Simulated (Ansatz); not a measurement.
C2H3O (SMILES C[C-]=O), charge -1, singlet, at a GFN2-xTB geometry (a gas-phase anion, which may not be bound at this level); MP2/6-31G** (Ansatz, a program for electronic structure).

The Ansatz input:
Ansatz 0.2 input:
```yaml
crystal:
  periodic: [false, false, false]
  atoms:
    - {symbol: O, position_ang: [1.20222232, 0.35798886, 0.02041500]}
    - {symbol: C, position_ang: [-0.02392463, 0.67055660, -0.01272229]}
    - {symbol: C, position_ang: [-0.96955705, -0.66523219, -0.00962122]}
    - {symbol: H, position_ang: [-0.42231874, -1.62047315, 0.01999328]}
    - {symbol: H, position_ang: [-1.63707983, -0.62162665, 0.85936536]}
    - {symbol: H, position_ang: [-1.59748991, -0.65375760, -0.90861757]}
basis:
  gaussian:
    orbitals: 6-31G__.json
total_charge: -1
magnetization: {spin_polarized: false}
correlation: {method: mp2}
```
The basis file holds 6-31G** in the JSON format of the Basis Set Exchange.

Output, abridged:

```
Functional definition: HF
576 factors; integrals over basis functions are off by at most 1.2e-3 eV
mean field evaluation 1: about -4141.2391 eV, gradient 2.2e1 eV
mean field evaluation 2: about -4141.2428 eV, gradient 2.2e1 eV
mean field evaluation 4: about -4142.5960 eV, gradient 4.1e0 eV
mean field evaluation 8: about -4142.6468 eV, gradient 1.0e-3 eV
mean field -4142.64679156 eV, -152.2394616032 hartree, gradient 4.0e-6 eV, S^2 0.000000; 0 other end points of the search recorded, 0 dependent functions left out
3 core orbitals not correlated
reference -4142.64679156 eV, -152.2394616032 hartree; 9, 9 occupied and 48, 48 virtual orbitals, 576 factors
second order -12.34999008 eV of doubles, -0.00000000 eV of singles
Total energy: -4154.99678164 eV, -152.6933153673 hartree
```
